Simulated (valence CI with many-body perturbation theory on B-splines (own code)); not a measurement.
## Bi10+: E2, M1 decay

Calculated by valence CI with perturbative core correlation (CI+MBPT): five valence electrons over a frozen Dirac-Fock core [Xe] 4f14, radial functions for each j: 7 s, 7 p, 8 d, 6 f, 4 g, 1 h, with the one-electron correlation potential Σ1 (screened to all orders), the two-electron term Σ2, the three-electron term Σ3, Breit, model QED; selected single and double excitations, second order for the rest, scaled by the run's own slope (own B-spline code, finite nucleus).

No measured levels were compared; by estimate terms of the open shell hold to 2 to 4 % of their energy, and close levels can change places. Among the levels kept, up to 880 cm⁻¹ of a level comes from second order outside the variational space, and about a tenth of that is noise between levels of different J, which matters for small intervals. Only levels of the ground parity were solved; by the run's estimate the other parity begins above the list, which can be wrong where configurations are misplaced.

Lines 1 to 50 of 120 in falling wavelength, among levels below 379140 cm⁻¹, chosen from the decays that carry over 1 % of a level's rate. Wavelengths and rates use the calculated energies, so an error of 2000 cm⁻¹ moves a line at 11750 Å by 23 % and its rate by three times that or more. Electric multipoles are in the length gauge, E1 and E2 with the static RPA response of the core. Weak lines are less certain than strong ones. Lines between different terms over intervals too small for the method are left out, as are lines whose strength nearly cancels. Branching is blank where the lifetime is uncertain.

Levels are named by their leading jj configuration (3d3/2^4 stands for four electrons in 3d with j = 3/2), which in mixed levels can hold well under half, so a name can repeat and another be missing. Letters in brackets count levels of one name in rising energy.

| λ vac (Å) | Upper | Lower | Type | A (s⁻¹) | Branch % |
| --- | --- | --- | --- | --- | --- |
| 33020 | (5d3/2^3 5d5/2^2) J=11/2 | (5d3/2^3 5d5/2^2) J=7/2 [a] | E2 | 8.66e-08 |  |
| 30310 | (5d3/2^3 5d5/2^2) J=9/2 | (5d3/2^3 5d5/2^2) J=11/2 | M1 | 5.73e-01 | 10.8 |
| 15800 | (5d3/2^3 5d5/2^2) J=9/2 | (5d3/2^3 5d5/2^2) J=7/2 [a] | M1 | 4.63e+00 | 86.9 |
| 14360 | (5d3/2^2 5d5/2^3) J=13/2 | (5d3/2^2 5d5/2^3) J=11/2 | M1 | 2.50e+00 | 3.7 |
| 11750 | (5d3/2^3 5d5/2^2) J=1/2 | (5d3/2^3 5d5/2^2) J=3/2 [a] | M1 | 2.36e+01 | 99.2 |
| 10680 | (5d3/2^3 5d5/2^2) J=7/2 [b] | (5d3/2^3 5d5/2^2) J=5/2 [b] | M1 | 1.08e+01 | 15.4 |
| 10480 | (5d3/2^2 5d5/2^3) J=7/2 [b] | (5d3/2^2 5d5/2^3) J=5/2 [b] | M1 | 4.32e+00 | 2.0 |
| 7484 | (5d3/2^2 5d5/2^3) J=5/2 [c] | (5d3/2^2 5d5/2^3) J=3/2 [a] | M1 | 9.90e+00 | 1.2 |
| 7252 | (5d3/2^2 5d5/2^3) J=3/2 [a] | (5d3/2^2 5d5/2^3) J=5/2 [a] | M1 | 3.35e+01 | 2.7 |
| 7208 | (5d3/2^2 5d5/2^3) J=9/2 [b] | (5d3/2^2 5d5/2^3) J=9/2 [a] | M1 | 1.31e+01 | 1.4 |
| 7150 | (5d3/2^3 5d5/2^2) J=7/2 [a] | (5d3/2^3 5d5/2^2) J=5/2 [a] | M1 | 4.65e+01 | 27.4 |
| 6858 | (5d3/2^2 5d5/2^3) J=9/2 [a] | (5d3/2^3 5d5/2^2) J=7/2 [b] | M1 | 3.14e+01 | 10.9 |
| 6489 | (5d3/2^3 5d5/2^2) J=3/2 [a] | (5d3/2^3 5d5/2^2) J=5/2 [a] | M1 | 2.07e+01 | 3.3 |
| 6390 | (5d3/2^2 5d5/2^3) J=7/2 [b] | (5d3/2^2 5d5/2^3) J=9/2 [a] | M1 | 5.41e+00 | 2.5 |
| 6090 | (5d3/2^3 5d5/2^2) J=7/2 [b] | (5d3/2^3 5d5/2^2) J=7/2 [a] | M1 | 2.62e+01 | 37.3 |
| 5689 | (5d3/2^2 5d5/2^3) J=9/2 [c] | (5d3/2^2 5d5/2^3) J=7/2 [b] | M1 | 1.31e+01 | 3.1 |
| 5537 | (5d3/2^3 5d5/2^2) J=3/2 [b] | (5d3/2^3 5d5/2^2) J=1/2 | M1 | 9.58e+00 | 4.9 |
| 5525 | (5d3/2^2 5d5/2^3) J=3/2 [b] | (5d3/2^2 5d5/2^3) J=3/2 [a] | M1 | 3.12e+01 | 8.4 |
| 5227 | (5d3/2^2 5d5/2^3) J=7/2 [a] | (5d3/2^3 5d5/2^2) J=5/2 [b] | M1 | 6.26e+01 | 16.8 |
| 5182 | (5d3/2 5d5/2^4) J=7/2 [a] | (5d3/2^2 5d5/2^3) J=5/2 [c] | M1 | 4.47e+01 | 3.2 |
| 5167 | (5d3/2^2 5d5/2^3) J=9/2 [c] | (5d3/2^2 5d5/2^3) J=9/2 [b] | M1 | 8.48e+01 | 20.3 |
| 5044 | (5d3/2^2 5d5/2^3) J=5/2 [c] | (5d3/2^3 5d5/2^2) J=3/2 [b] | M1 | 8.55e+01 | 10.0 |
| 5035 | (5d3/2^2 5d5/2^3) J=7/2 [a] | (5d3/2^3 5d5/2^2) J=9/2 | M1 | 1.07e+02 | 28.7 |
| 4887 | (5d3/2^2 5d5/2^3) J=7/2 [b] | (5d3/2^2 5d5/2^3) J=7/2 [a] | M1 | 3.89e+01 | 18.1 |
| 4837 | (5d3/2^2 5d5/2^3) J=5/2 [a] | (5d3/2^3 5d5/2^2) J=7/2 [a] | M1 | 9.37e+01 | 10.4 |
| 4834 | (5d3/2^2 5d5/2^3) J=5/2 [b] | (5d3/2^3 5d5/2^2) J=7/2 [b] | M1 | 4.78e+01 | 7.4 |
| 4775 | (5d3/2^3 5d5/2^2) J=3/2 [b] | (5d3/2^3 5d5/2^2) J=5/2 [b] | M1 | 2.49e+01 | 12.6 |
| 4753 | (5d3/2^3 5d5/2^2) J=5/2 [b] | (5d3/2^3 5d5/2^2) J=5/2 [a] | M1 | 2.40e+02 | 91.2 |
| 4722 | (5d3/2^2 5d5/2^3) J=1/2 [a] | (5d3/2^3 5d5/2^2) J=1/2 | M1 | 2.41e+02 | 45.7 |
| 4622 | (5d3/2^2 5d5/2^3) J=5/2 [c] | (5d3/2^2 5d5/2^3) J=7/2 [a] | M1 | 4.28e+01 | 5.0 |
| 4614 | (5d3/2^2 5d5/2^3) J=1/2 [b] | (5d3/2^2 5d5/2^3) J=3/2 [a] | M1 | 5.81e+01 | 6.8 |
| 4597 | (5d3/2^2 5d5/2^3) J=11/2 | (5d3/2^3 5d5/2^2) J=9/2 | M1 | 4.79e+01 | 15.7 |
| 4561 | (5d3/2^3 5d5/2^2) J=5/2 [a] | (5d3/2^4 5d5/2) J=5/2 | M1 | 3.01e+02 | 100.0 |
| 4495 | (5d3/2 5d5/2^4) J=7/2 [a] | (5d3/2^2 5d5/2^3) J=9/2 [b] | M1 | 5.98e+01 | 4.3 |
| 4332 | (5d3/2 5d5/2^4) J=5/2 [a] | (5d3/2^2 5d5/2^3) J=3/2 [a] | M1 | 9.86e+01 | 4.8 |
| 4077 | (5d3/2^2 5d5/2^3) J=3/2 [a] | (5d3/2^3 5d5/2^2) J=1/2 | M1 | 2.89e+01 | 2.3 |
| 4013 | (5d3/2 5d5/2^4) J=3/2 [a] | (5d3/2^2 5d5/2^3) J=5/2 [c] | M1 | 4.11e+01 | 2.3 |
| 3991 | (5d3/2^2 5d5/2^3) J=11/2 | (5d3/2^3 5d5/2^2) J=11/2 | M1 | 2.58e+02 | 84.3 |
| 3857 | (5d3/2 5d5/2^4) J=11/2 | (5d3/2^2 5d5/2^3) J=9/2 [b] | M1 | 7.06e+01 | 5.4 |
| 3819 | (5d3/2^2 5d5/2^3) J=7/2 [a] | (5d3/2^3 5d5/2^2) J=7/2 [a] | M1 | 1.21e+02 | 32.3 |
| 3763 | (5d3/2^3 5d5/2^2) J=3/2 [b] | (5d3/2^3 5d5/2^2) J=3/2 [a] | M1 | 3.12e+01 | 15.9 |
| 3683 | (5d3/2^2 5d5/2^3) J=5/2 [c] | (5d3/2^2 5d5/2^3) J=5/2 [a] | M1 | 4.04e+01 | 4.7 |
| 3648 | (5d3/2^2 5d5/2^3) J=3/2 [a] | (5d3/2^3 5d5/2^2) J=5/2 [b] | M1 | 7.78e+01 | 6.3 |
| 3575 | (5d3/2^2 5d5/2^3) J=9/2 [a] | (5d3/2^3 5d5/2^2) J=11/2 | M1 | 1.05e+02 | 36.5 |
| 3514 | (5d3/2^2 5d5/2^3) J=9/2 [b] | (5d3/2^3 5d5/2^2) J=7/2 [b] | M1 | 6.26e+01 | 6.8 |
| 3368 | (5d3/2^2 5d5/2^3) J=1/2 [a] | (5d3/2^3 5d5/2^2) J=3/2 [a] | M1 | 2.85e+02 | 54.0 |
| 3332 | (5d3/2 5d5/2^4) J=7/2 [a] | (5d3/2^2 5d5/2^3) J=5/2 [b] | M1 | 2.18e+02 | 15.5 |
| 3327 | (5d3/2^2 5d5/2^3) J=5/2 [b] | (5d3/2^3 5d5/2^2) J=5/2 [b] | M1 | 3.66e+02 | 56.4 |
| 3308 | (5d3/2^2 5d5/2^3) J=7/2 [b] | (5d3/2^3 5d5/2^2) J=7/2 [b] | M1 | 3.34e+01 | 15.5 |
| 3226 | (5d3/2^2 5d5/2^3) J=9/2 [a] | (5d3/2^3 5d5/2^2) J=7/2 [a] | M1 | 1.49e+02 | 51.7 |
